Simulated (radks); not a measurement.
Task: The table gives one normalised radial function P(r) = r R(r) of Cd in [Kr] 4d8 5s2 5p2 (r in bohr). All-electron calculation, non-relativistic Kohn-Sham, PBE, spin-polarised, spherical densities, point nucleus; open shells are filled with parallel spins first (spin-orbit coupling, left out, can overturn this in heavy ions); relativity is left out, which matters for an element this heavy. Program: a radial shooting solver on a logarithmic mesh with Libxc functionals.

r	P
0.00141	0.0010
0.001641	0.0014
0.001895	0.0018
0.002206	0.0024
0.002548	0.0032
0.002966	0.0043
0.003426	0.0057
0.003988	0.0076
0.004606	0.0099
0.005362	0.0132
0.006193	0.0173
0.007209	0.0229
0.008326	0.0297
0.009693	0.0390
0.01119	0.0501
0.01303	0.0649
0.01505	0.0824
0.01752	0.1052
0.02023	0.1312
0.02356	0.1639
0.0272	0.1996
0.03167	0.2419
0.03658	0.2849
0.04258	0.3308
0.04917	0.3710
0.05725	0.4042
0.06611	0.4200
0.07697	0.4114
0.08889	0.3712
0.1035	0.2877
0.1195	0.1669
0.1391	-0.0007
0.1607	-0.1847
0.187	-0.3811
0.216	-0.5376
0.2515	-0.6331
0.2904	-0.6251
0.3381	-0.4917
0.3905	-0.2495
0.4546	0.0976
0.525	0.4612
0.6112	0.8130
0.7058	1.0556
0.8217	1.1713
0.949	1.1401
1.105	0.9872
1.276	0.7773
1.485	0.5427
1.715	0.3482
1.997	0.1944
2.306	0.0996
2.685	0.0429
3.101	0.0166
3.61	0.0051
4.169	0.0014
4.853	0.0003
5.605	0.0000
6.525	0.0000
7.535	0.0000
8.772	0.0000
10.13	0.0000
11.79	0.0000

Which n and l does it have? It may be an empty orbital.

Result: n = 4, l = 1: the number of nodes gives n - l - 1 = 2, the rise at small r (about r^(l+1)) gives l, and the extent must fit the shell. The curve is that of 4p up; the table hardly tells the two spins apart. 4p up: eigenvalue -78.547 eV, 2 radial nodes at r = 0.139, 0.437 bohr, <r> = 0.959 bohr, 90 % of the charge inside 1.41 bohr.
